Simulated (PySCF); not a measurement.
Trend along the chalcogens: MCa molecules

PBE0 with triple-zeta basis sets in PySCF, for the lowest determinant that a PBE0 search found; no spin–orbit coupling. De refers to high-spin ground-configuration atoms. A positive dipole means M(−)Ca(+).

```csv
M,basis,state (unpaired electrons),Re (Å),ωe (cm⁻¹),De (eV),μ (D)
O,x2c-TZVPPall,singlet (closed shell),1.807,785,4.05,8.75
S,def2-TZVPP,singlet (closed shell),2.300,488,3.59,10.34
Se,def2-TZVPP,singlet (closed shell),2.435,370,3.25,10.46
```

The shortest bond is that of CaO (1.807 Å), the longest that of CaSe (2.435 Å). CaO is bound most strongly (4.05 eV) and CaSe least (3.25 eV).

The rows differ in basis set, which adds steps of its own.

Relativity is treated differently too: O spin-free X2C; S no relativity; Se no relativity.

Down a group bonds as a rule get longer and wavenumbers fall, partly through the reduced mass; this series shows no clear exception.
